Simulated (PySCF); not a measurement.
# Computed records: H4NSi, B2FHO, F2OSi

All values are calculated (PySCF 2.14.0). Calculation on a computer-drawn molecule: vertical ionisation energy to the stated ion spin, frozen-core CCSD(T) at the basis limit and cheaper methods, single-reference cases, UHF for radicals, no spin-orbit; all values are single points at the evaluated structure, the first of each entry, which is the reference or a displaced copy of it and isn't optimised; the reference structure only sets the zero of the energies above reference; triples share is (T) over the correlation energy.

Common to all runs: multiplicity 1; ion multiplicity 2; diffuse functions no; reference is the Hartree-Fock double-zeta minimum; best is HF at quadruple zeta + MP2 correlation extrapolated from triple and quadruple zeta + CCSD(T) minus MP2 at triple zeta; basis step is the size of the change from the same recipe one zeta lower.

(1) 
```xyz
6
formula=H4NSi charge=1 basis=cc-pV(n+d)Z ionisation_energy_best=18.24 ionisation_energy_basis_step=0.02788 energy_above_reference_best=7.704 energy_above_reference_basis_step=0.1102 ionisation_energy_Koopmans_at_triple_zeta=18.76 ionisation_energy_EOM_CCSD_at_triple_zeta=18.12 total_energy_HF_triple_zeta=-345.4919 total_energy_CCSD(T)_triple_zeta=-345.8458 total_energy_best=-345.8917 T1_diagnostic_at_triple_zeta=0.01446 D1_diagnostic_at_triple_zeta=0.04322 ion_T1_diagnostic_at_triple_zeta=0.009 ion_D1_diagnostic_at_triple_zeta=0.02076 ion_spin_squared_at_triple_zeta=0.7574 triples_share_at_triple_zeta=0.03375 basis_functions_triple_zeta=125
N      1.2633     0.2167    -1.1200
Si     1.0508    -0.4755     0.3275
H      2.1651     0.4009    -1.5005
H      0.5355     0.4811    -1.7442
H      2.1854    -0.7974     1.1087
H     -0.5100    -0.7374     0.8112
```

Units: ionisation_energy_best, ionisation_energy_basis_step, ionisation_energy_Koopmans_at_triple_zeta, ionisation_energy_EOM_CCSD_at_triple_zeta in eV; energy_above_reference_best, energy_above_reference_basis_step in kcal/mol; total_energy_HF_triple_zeta, total_energy_CCSD(T)_triple_zeta, total_energy_best in hartree.

Reference structure:
```xyz
6
H4NSi
N      1.2610     0.2118    -1.1311
Si     1.0248    -0.4813     0.3237
H      2.1705     0.4092    -1.5180
H      0.5145     0.4926    -1.7472
H      2.1933    -0.8387     1.1152
H     -0.3438    -0.7110     0.7641
```

Drawn bonds:
| atom | other atom | order |
| --- | --- | --- |
| 1 | 2 | 1 |
| 1 | 3 | 1 |
| 1 | 4 | 1 |
| 2 | 5 | 1 |
| 2 | 6 | 1 |

Triple zeta:
| method | ionisation energy (eV) | energy above reference (kcal/mol) |
| --- | --- | --- |
| HF | 16.46 | 8.2 |
| PBE | 18.16 | 6.816 |
| r2SCAN | 18.1 | 7.348 |
| B3LYP | 18.2 | 7.538 |
| wB97X | 18.1 | 7.676 |
| MP2 | 18.19 | 8.205 |
| CCSD | 17.97 | 7.741 |
| CCSD(T) | 18.11 | 7.698 |

(2) 
```xyz
6
formula=H4NSi charge=1 basis=cc-pV(n+d)Z ionisation_energy_best=18.23 ionisation_energy_basis_step=0.02747 energy_above_reference_best=12.42 energy_above_reference_basis_step=0.1053 ionisation_energy_Koopmans_at_triple_zeta=18.76 ionisation_energy_EOM_CCSD_at_triple_zeta=18.11 total_energy_HF_triple_zeta=-345.4835 total_energy_CCSD(T)_triple_zeta=-345.8384 total_energy_best=-345.8842 T1_diagnostic_at_triple_zeta=0.01458 D1_diagnostic_at_triple_zeta=0.0432 ion_T1_diagnostic_at_triple_zeta=0.00922 ion_D1_diagnostic_at_triple_zeta=0.0208 ion_spin_squared_at_triple_zeta=0.7575 triples_share_at_triple_zeta=0.03399 basis_functions_triple_zeta=125
N      1.2633     0.2167    -1.1200
Si     1.0508    -0.4755     0.3275
H      2.1651     0.4009    -1.5005
H      0.5355     0.4811    -1.7442
H      2.1854    -0.7974     1.1087
H     -0.5779    -0.7488     0.8322
```

Units: ionisation_energy_best, ionisation_energy_basis_step, ionisation_energy_Koopmans_at_triple_zeta, ionisation_energy_EOM_CCSD_at_triple_zeta in eV; energy_above_reference_best, energy_above_reference_basis_step in kcal/mol; total_energy_HF_triple_zeta, total_energy_CCSD(T)_triple_zeta, total_energy_best in hartree.

Reference structure:
```xyz
6
H4NSi
N      1.2610     0.2118    -1.1311
Si     1.0248    -0.4813     0.3237
H      2.1705     0.4092    -1.5180
H      0.5145     0.4926    -1.7472
H      2.1933    -0.8387     1.1152
H     -0.3438    -0.7110     0.7641
```

Drawn bonds:
| atom | other atom | order |
| --- | --- | --- |
| 1 | 2 | 1 |
| 1 | 3 | 1 |
| 1 | 4 | 1 |
| 2 | 5 | 1 |
| 2 | 6 | 1 |

Triple zeta:
| method | ionisation energy (eV) | energy above reference (kcal/mol) |
| --- | --- | --- |
| HF | 16.45 | 13.51 |
| PBE | 18.08 | 10.99 |
| r2SCAN | 18.07 | 11.91 |
| B3LYP | 18.17 | 12.15 |
| wB97X | 18.09 | 12.5 |
| MP2 | 18.18 | 13.2 |
| CCSD | 17.96 | 12.49 |
| CCSD(T) | 18.09 | 12.38 |

(3) 
```xyz
6
formula=H4NSi charge=1 basis=cc-pV(n+d)Z ionisation_energy_best=18.16 ionisation_energy_basis_step=0.02525 energy_above_reference_best=34.19 energy_above_reference_basis_step=0.02537 ionisation_energy_Koopmans_at_triple_zeta=18.08 ionisation_energy_EOM_CCSD_at_triple_zeta=18.06 total_energy_HF_triple_zeta=-345.4434 total_energy_CCSD(T)_triple_zeta=-345.8038 total_energy_best=-345.8495 T1_diagnostic_at_triple_zeta=0.01534 D1_diagnostic_at_triple_zeta=0.04323 ion_T1_diagnostic_at_triple_zeta=0.0218 ion_D1_diagnostic_at_triple_zeta=0.06549 ion_spin_squared_at_triple_zeta=0.7598 triples_share_at_triple_zeta=0.03517 basis_functions_triple_zeta=125
N      1.2633     0.2167    -1.1200
Si     1.0508    -0.4755     0.3275
H      2.1651     0.4009    -1.5005
H      0.5355     0.4811    -1.7442
H      2.1854    -0.7974     1.1087
H     -0.8363    -0.7922     0.9123
```

Units: ionisation_energy_best, ionisation_energy_basis_step, ionisation_energy_Koopmans_at_triple_zeta, ionisation_energy_EOM_CCSD_at_triple_zeta in eV; energy_above_reference_best, energy_above_reference_basis_step in kcal/mol; total_energy_HF_triple_zeta, total_energy_CCSD(T)_triple_zeta, total_energy_best in hartree.

Reference structure:
```xyz
6
H4NSi
N      1.2610     0.2118    -1.1311
Si     1.0248    -0.4813     0.3237
H      2.1705     0.4092    -1.5180
H      0.5145     0.4926    -1.7472
H      2.1933    -0.8387     1.1152
H     -0.3438    -0.7110     0.7641
```

Drawn bonds:
| atom | other atom | order |
| --- | --- | --- |
| 1 | 2 | 1 |
| 1 | 3 | 1 |
| 1 | 4 | 1 |
| 2 | 5 | 1 |
| 2 | 6 | 1 |

Triple zeta:
| method | ionisation energy (eV) | energy above reference (kcal/mol) |
| --- | --- | --- |
| HF | 17 | 38.62 |
| PBE | 17.63 | 31.17 |
| r2SCAN | 17.68 | 33.54 |
| B3LYP | 17.94 | 33.84 |
| wB97X | 17.97 | 35.52 |
| MP2 | 17.82 | 36.61 |
| CCSD | 18.05 | 34.56 |
| CCSD(T) | 18.06 | 34.05 |

(4) 
```xyz
6
formula=H4NSi charge=1 basis=cc-pV(n+d)Z ionisation_energy_best=18.43 ionisation_energy_basis_step=0.02857 energy_above_reference_best=2.337 energy_above_reference_basis_step=0.2118 ionisation_energy_Koopmans_at_triple_zeta=18.95 ionisation_energy_EOM_CCSD_at_triple_zeta=18.31 total_energy_HF_triple_zeta=-345.5017 total_energy_CCSD(T)_triple_zeta=-345.8542 total_energy_best=-345.9002 T1_diagnostic_at_triple_zeta=0.01376 D1_diagnostic_at_triple_zeta=0.04099 ion_T1_diagnostic_at_triple_zeta=0.00962 ion_D1_diagnostic_at_triple_zeta=0.02194 ion_spin_squared_at_triple_zeta=0.7574 triples_share_at_triple_zeta=0.03324 basis_functions_triple_zeta=125
N      1.2424     0.1926    -1.1610
Si     1.0540    -0.4142     0.3004
H      2.1557     0.4647    -1.5002
H      0.5229     0.4629    -1.8038
H      2.2087    -0.8420     1.1148
H     -0.3339    -0.7514     0.7593
```

Units: ionisation_energy_best, ionisation_energy_basis_step, ionisation_energy_Koopmans_at_triple_zeta, ionisation_energy_EOM_CCSD_at_triple_zeta in eV; energy_above_reference_best, energy_above_reference_basis_step in kcal/mol; total_energy_HF_triple_zeta, total_energy_CCSD(T)_triple_zeta, total_energy_best in hartree.

Reference structure:
```xyz
6
H4NSi
N      1.2610     0.2118    -1.1311
Si     1.0248    -0.4813     0.3237
H      2.1705     0.4092    -1.5180
H      0.5145     0.4926    -1.7472
H      2.1933    -0.8387     1.1152
H     -0.3438    -0.7110     0.7641
```

Drawn bonds:
| atom | other atom | order |
| --- | --- | --- |
| 1 | 2 | 1 |
| 1 | 3 | 1 |
| 1 | 4 | 1 |
| 2 | 5 | 1 |
| 2 | 6 | 1 |

Triple zeta:
| method | ionisation energy (eV) | energy above reference (kcal/mol) |
| --- | --- | --- |
| HF | 16.67 | 2.068 |
| PBE | 18.3 | 2.222 |
| r2SCAN | 18.27 | 2.171 |
| B3LYP | 18.38 | 2.301 |
| wB97X | 18.3 | 2.11 |
| MP2 | 18.39 | 2.535 |
| CCSD | 18.17 | 2.341 |
| CCSD(T) | 18.3 | 2.44 |

(5) 
```xyz
6
formula=H4NSi charge=1 basis=cc-pV(n+d)Z ionisation_energy_best=18.34 ionisation_energy_basis_step=0.02746 energy_above_reference_best=7.25 energy_above_reference_basis_step=0.2027 ionisation_energy_Koopmans_at_triple_zeta=18.88 ionisation_energy_EOM_CCSD_at_triple_zeta=18.22 total_energy_HF_triple_zeta=-345.4918 total_energy_CCSD(T)_triple_zeta=-345.8465 total_energy_best=-345.8924 T1_diagnostic_at_triple_zeta=0.01409 D1_diagnostic_at_triple_zeta=0.04167 ion_T1_diagnostic_at_triple_zeta=0.009654 ion_D1_diagnostic_at_triple_zeta=0.02154 ion_spin_squared_at_triple_zeta=0.7577 triples_share_at_triple_zeta=0.03391 basis_functions_triple_zeta=125
N      1.2911     0.1749    -1.1179
Si     1.0117    -0.4349     0.3271
H      2.1748     0.4223    -1.5350
H      0.5152     0.5194    -1.7159
H      2.3283    -0.9022     1.1648
H     -0.3620    -0.7331     0.7360
```

Units: ionisation_energy_best, ionisation_energy_basis_step, ionisation_energy_Koopmans_at_triple_zeta, ionisation_energy_EOM_CCSD_at_triple_zeta in eV; energy_above_reference_best, energy_above_reference_basis_step in kcal/mol; total_energy_HF_triple_zeta, total_energy_CCSD(T)_triple_zeta, total_energy_best in hartree.

Reference structure:
```xyz
6
H4NSi
N      1.2610     0.2118    -1.1311
Si     1.0248    -0.4813     0.3237
H      2.1705     0.4092    -1.5180
H      0.5145     0.4926    -1.7472
H      2.1933    -0.8387     1.1152
H     -0.3438    -0.7110     0.7641
```

Drawn bonds:
| atom | other atom | order |
| --- | --- | --- |
| 1 | 2 | 1 |
| 1 | 3 | 1 |
| 1 | 4 | 1 |
| 2 | 5 | 1 |
| 2 | 6 | 1 |

Triple zeta:
| method | ionisation energy (eV) | energy above reference (kcal/mol) |
| --- | --- | --- |
| HF | 16.57 | 8.305 |
| PBE | 18.18 | 5.869 |
| r2SCAN | 18.17 | 6.691 |
| B3LYP | 18.27 | 6.997 |
| wB97X | 18.2 | 7.11 |
| MP2 | 18.3 | 7.8 |
| CCSD | 18.08 | 7.37 |
| CCSD(T) | 18.2 | 7.273 |

(6) 
```xyz
5
formula=B2FHO charge=0 basis=cc-pVnZ ionisation_energy_best=13.14 ionisation_energy_basis_step=0.04803 energy_above_reference_best=10.25 energy_above_reference_basis_step=0.1516 ionisation_energy_Koopmans_at_triple_zeta=14.01 ionisation_energy_EOM_CCSD_at_triple_zeta=13.15 total_energy_HF_triple_zeta=-224.4127 total_energy_CCSD(T)_triple_zeta=-225.1072 total_energy_best=-225.2174 T1_diagnostic_at_triple_zeta=0.01732 D1_diagnostic_at_triple_zeta=0.05224 ion_T1_diagnostic_at_triple_zeta=0.03895 ion_D1_diagnostic_at_triple_zeta=0.1927 ion_spin_squared_at_triple_zeta=0.8134 triples_share_at_triple_zeta=0.0366 basis_functions_triple_zeta=134 dipole_magnitude_HF_at_triple_zeta=3.172 dipole_magnitude_CCSD_unrelaxed_at_triple_zeta=2.66 dipole_magnitude_PBE_at_triple_zeta=2.508 dipole_magnitude_r2SCAN_at_triple_zeta=2.637 dipole_magnitude_B3LYP_at_triple_zeta=2.686 dipole_magnitude_wB97X_at_triple_zeta=2.78
O     -3.6172    -0.7780     1.4903
B     -2.8639    -0.5964     0.6450
B     -1.8055    -0.3455    -0.7791
F     -1.9178     0.8638    -1.4353
H     -1.1077    -1.1624    -1.0635
```

Units: ionisation_energy_best, ionisation_energy_basis_step, ionisation_energy_Koopmans_at_triple_zeta, ionisation_energy_EOM_CCSD_at_triple_zeta in eV; energy_above_reference_best, energy_above_reference_basis_step in kcal/mol; total_energy_HF_triple_zeta, total_energy_CCSD(T)_triple_zeta, total_energy_best in hartree; dipole_magnitude_HF_at_triple_zeta, dipole_magnitude_CCSD_unrelaxed_at_triple_zeta, dipole_magnitude_PBE_at_triple_zeta, dipole_magnitude_r2SCAN_at_triple_zeta, dipole_magnitude_B3LYP_at_triple_zeta, dipole_magnitude_wB97X_at_triple_zeta in debye.

Reference structure:
```xyz
5
B2FHO
O     -3.5943    -0.7563     1.5147
B     -2.8982    -0.5505     0.5775
B     -1.8681    -0.3096    -0.7714
F     -1.9160     0.8465    -1.4047
H     -1.1093    -1.1437    -1.1619
```

Drawn bonds:
| atom | other atom | order |
| --- | --- | --- |
| 1 | 2 | 2 |
| 2 | 3 | 1 |
| 3 | 4 | 1 |
| 3 | 5 | 1 |

Triple zeta:
| method | ionisation energy (eV) | energy above reference (kcal/mol) |
| --- | --- | --- |
| HF | 12.78 | 8.711 |
| PBE | 12.21 | 10.68 |
| r2SCAN | 12.42 | 10.49 |
| B3LYP | 12.74 | 9.882 |
| wB97X | 12.95 | 9.696 |
| MP2 | 13.04 | 10.84 |
| CCSD | 13.1 | 10.25 |
| CCSD(T) | 12.97 | 10.63 |

(7) 
```xyz
5
formula=B2FHO charge=0 basis=cc-pVnZ ionisation_energy_best=13.18 ionisation_energy_basis_step=0.04543 energy_above_reference_best=5.711 energy_above_reference_basis_step=0.3989 ionisation_energy_Koopmans_at_triple_zeta=14.06 ionisation_energy_EOM_CCSD_at_triple_zeta=13.21 total_energy_HF_triple_zeta=-224.4188 total_energy_CCSD(T)_triple_zeta=-225.1143 total_energy_best=-225.2246 T1_diagnostic_at_triple_zeta=0.01744 D1_diagnostic_at_triple_zeta=0.05364 ion_T1_diagnostic_at_triple_zeta=0.03466 ion_D1_diagnostic_at_triple_zeta=0.1596 ion_spin_squared_at_triple_zeta=0.807 triples_share_at_triple_zeta=0.03669 basis_functions_triple_zeta=134 dipole_magnitude_HF_at_triple_zeta=2.659 dipole_magnitude_CCSD_unrelaxed_at_triple_zeta=2.194 dipole_magnitude_PBE_at_triple_zeta=2.078 dipole_magnitude_r2SCAN_at_triple_zeta=2.182 dipole_magnitude_B3LYP_at_triple_zeta=2.228 dipole_magnitude_wB97X_at_triple_zeta=2.322
O     -3.5706    -0.7734     1.5066
B     -2.9251    -0.5259     0.5920
B     -1.9058    -0.2961    -0.7262
F     -1.9345     0.9231    -1.3303
H     -1.1461    -1.1825    -1.1639
```

Units: ionisation_energy_best, ionisation_energy_basis_step, ionisation_energy_Koopmans_at_triple_zeta, ionisation_energy_EOM_CCSD_at_triple_zeta in eV; energy_above_reference_best, energy_above_reference_basis_step in kcal/mol; total_energy_HF_triple_zeta, total_energy_CCSD(T)_triple_zeta, total_energy_best in hartree; dipole_magnitude_HF_at_triple_zeta, dipole_magnitude_CCSD_unrelaxed_at_triple_zeta, dipole_magnitude_PBE_at_triple_zeta, dipole_magnitude_r2SCAN_at_triple_zeta, dipole_magnitude_B3LYP_at_triple_zeta, dipole_magnitude_wB97X_at_triple_zeta in debye.

Reference structure:
```xyz
5
B2FHO
O     -3.5943    -0.7563     1.5147
B     -2.8982    -0.5505     0.5775
B     -1.8681    -0.3096    -0.7714
F     -1.9160     0.8465    -1.4047
H     -1.1093    -1.1437    -1.1619
```

Drawn bonds:
| atom | other atom | order |
| --- | --- | --- |
| 1 | 2 | 2 |
| 2 | 3 | 1 |
| 3 | 4 | 1 |
| 3 | 5 | 1 |

Triple zeta:
| method | ionisation energy (eV) | energy above reference (kcal/mol) |
| --- | --- | --- |
| HF | 12.88 | 4.863 |
| PBE | 12.24 | 5.502 |
| r2SCAN | 12.46 | 5.468 |
| B3LYP | 12.78 | 5.247 |
| wB97X | 12.99 | 5.099 |
| MP2 | 13.05 | 6.529 |
| CCSD | 13.16 | 5.856 |
| CCSD(T) | 13.02 | 6.178 |

(8) 
```xyz
4
formula=F2OSi charge=0 basis=cc-pV(n+d)Z
O     -1.9902    -4.3461    -0.0287
Si    -2.2340    -2.8965     0.1329
F     -2.6118    -2.1229     1.4473
F     -2.1743    -1.7797    -0.9705
```

Reference structure:
```xyz
4
F2OSi
O     -1.9902    -4.3461    -0.0287
Si    -2.2340    -2.8965     0.1329
F     -2.6118    -2.1229     1.4473
F     -2.1743    -1.7797    -0.9705
```

Drawn bonds:
| atom | other atom | order |
| --- | --- | --- |
| 1 | 2 | 2 |
| 2 | 3 | 1 |
| 2 | 4 | 1 |

## Withheld values
1. Estimate the dipole magnitude r2SCAN at triple zeta of F2OSi (entry 8).
2. What ionisation energy basis step does the calculation give for F2OSi (entry 8)?
3. Estimate the D1 diagnostic at triple zeta of F2OSi (entry 8).
4. What dipole magnitude PBE at triple zeta does the calculation give for F2OSi (entry 8)?
5. Give the table of triple zeta values for F2OSi (entry 8).

Calculated values
1. 2.183 debye
2. 0.09288 eV
3. 0.04714
4. 2.074 debye
5. 
Triple zeta:
| method | ionisation energy (eV) | energy above reference (kcal/mol) |
| --- | --- | --- |
| HF | 10.53 | 0 |
| PBE | 12.21 | 0 |
| r2SCAN | 12.16 | 0 |
| B3LYP | 12.29 | 0 |
| wB97X | 12.21 | 0 |
| MP2 | 12.52 | 0 |
| CCSD | 12.12 | 0 |
| CCSD(T) | 12.24 | 0 |

Further results for F2OSi (entry 8):

- ionisation energy best: 12.5 eV
- energy above reference best: 0 kcal/mol
- energy above reference basis step: 0 kcal/mol
- ionisation energy Koopmans at triple zeta: 13.55 eV
- ionisation energy EOM CCSD at triple zeta: 12.3 eV
- total energy HF triple zeta: -562.9273 hartree
- total energy CCSD(T) triple zeta: -563.7957 hartree
- total energy best: -563.9549 hartree
- T1 diagnostic at triple zeta: 0.01543
- ion T1 diagnostic at triple zeta: 0.01614
- ion D1 diagnostic at triple zeta: 0.05778
- ion spin squared at triple zeta: 0.7561
- triples share at triple zeta: 0.03345
- basis functions triple zeta: 129
- dipole magnitude HF at triple zeta: 2.548 debye
- dipole magnitude CCSD unrelaxed at triple zeta: 2.209 debye
- dipole magnitude B3LYP at triple zeta: 2.188 debye
- dipole magnitude wB97X at triple zeta: 2.302 debye
